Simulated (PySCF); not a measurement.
**Working with the constants of Cu₂**

RHF-SCS-MP2 constants of Cu₂, ¹Σg⁺ (singlet), closed shell (basis Cu x2c-TZVPPall; spin-free X2C with a Gaussian nucleus; PySCF 2.14; masses 62.9296 and 62.9296 u):

| Quantity | Value |
| --- | --- |
| ωe | 271.9 cm⁻¹ |
| ωexe | 0.915 cm⁻¹ |
| Be | 0.10706 cm⁻¹ |
| αe | 0.000532 cm⁻¹ |
| D (centrifugal) | 6.64e-08 cm⁻¹ |

(1) Give the vibrational terms G(v) and spacings up to v = 6.

Correlated steps freeze 10 core orbitals.

## Answers

(1) G(v) = ωe(v+½) − ωexe(v+½)².

```
v  G(v) (cm⁻¹)  G(v) − G(v−1)  Bv (cm⁻¹)
0        135.7                    0.1068
1        405.8          270.1     0.1063
2        674.0          268.2     0.1057
3        940.4          266.4     0.1052
4       1205.0          264.6     0.1047
5       1467.8          262.7     0.1041
6       1728.7          260.9     0.1036
```
